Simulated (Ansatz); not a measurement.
Total energies of the Sb atom.

The species carries charge 0 and has multiplicity 4. Correlated methods freeze the filled d shell of Sb. Sb takes the def2 core potential. A free atom. Basis def2-TZVPP, Ansatz 0.2.0.

RPA on PBE orbitals: Hartree–Fock energy of these orbitals -239.26868 Eh, correlation -0.12859 Eh (frozen core).

| functional | energy without D4 (Eh) |
| --- | --- |
| r2SCANh | -240.29955 |
| BHLYP | -240.15427 |

**Question.** Give the same for LDA (SPW92), PBE, revPBE, BLYP, r2SCAN, B97M-V, PBE0, B3LYP, r2SCAN0, HSE06 (plane-wave form), CAM-B3LYP, LC-ωPBE, ωB97X-V, ωB97M-V, B2PLYP, PBE-QIDH. (An estimate is asked.)

**Answer.** The calculation gave: 
```tsv
functional	energy without D4 (Eh)
LDA (SPW92)	-239.82961
PBE	-240.20743
revPBE	-240.26398
BLYP	-240.16346
r2SCAN	-240.31016
B97M-V	-240.20414
PBE0	-240.22283
B3LYP	-240.29379
r2SCAN0	-240.28382
HSE06 (plane-wave form)	-240.22175
CAM-B3LYP	-240.20198
LC-ωPBE	-240.24577
ωB97X-V	-240.18534
ωB97M-V	-240.17932
B2PLYP	-239.93821
PBE-QIDH	-239.94299
```

B3LYP takes the VWN-RPA correlation (the form of Gaussian; ORCA's B3LYP/G). HSE06 is the plane-wave form, built on full-range PBE exchange. The double hybrids freeze the cores in their second-order part.

LC-ωPBE has ω = 0.4 bohr⁻¹.
